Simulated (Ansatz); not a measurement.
Input file for Ansatz (a first-principles code): R-wB97M-V/def2-TZVPP on BFH4N2 (SMILES NB(N)F), a point of a torsion scan.

Ansatz 0.2 input:
```yaml
crystal:
  periodic: [false, false, false]
  atoms:
    - {symbol: N, position_ang: [1.31684503, -0.24745502, 0.27081640]}
    - {symbol: B, position_ang: [0.24682993, 0.64249994, -0.02712582]}
    - {symbol: N, position_ang: [-0.74310151, 0.38734855, -0.98169539]}
    - {symbol: F, position_ang: [0.29166057, 1.88987129, 0.47583243]}
    - {symbol: H, position_ang: [1.52548610, -0.47180639, 1.22884640]}
    - {symbol: H, position_ang: [1.33389525, -1.10154406, -0.26625947]}
    - {symbol: H, position_ang: [-1.37859026, 1.10404012, -1.28226857]}
    - {symbol: H, position_ang: [-0.84622031, -0.47721161, -1.47861255]}
basis:
  gaussian:
    orbitals: def2-TZVPP
hamiltonian:
  xc: {name: wB97M-V}
scf: {lower_state_search: off}
```

Question: What total energy does the run end on?

Answer: -236.7775 hartree.
